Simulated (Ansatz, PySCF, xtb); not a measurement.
Noncovalent pair: HCl (SMILES Cl) (first 2 atoms) with SiH4 (SMILES [SiH4]); geometry from B3LYP-D3(BJ)/def2-TZVP, rigid monomers moved along the line of their centres of mass till Cl1···Si3 is 4.33 Å.
(charge 0, multiplicity 1):
```xyz
7

Cl    -0.06854    -0.33803    -0.32481
H     -0.67544    -1.32229     0.22906
Si     0.03522     0.23516     3.96969
H      0.85112     1.34469     3.43282
H     -1.34579     0.32623     3.44471
H      0.00001     0.31278     5.44846
H      0.62484    -1.06175     3.56633
```

Counterpoise-corrected where a basis set is named; no monomer relaxation. Rows marked so take none.

Frozen-core correlation. Rows in STO-3G carry no dispersion term and start afresh at each structure.

Programs: Ansatz (a first-principles code) with Gaussian orbitals; PySCF for STO-3G rows; xtb for the GFN methods. Values without a source in brackets are computed.

Q: What is the computed interaction energy (GFN-FF)?

A: -0.5 kcal/mol
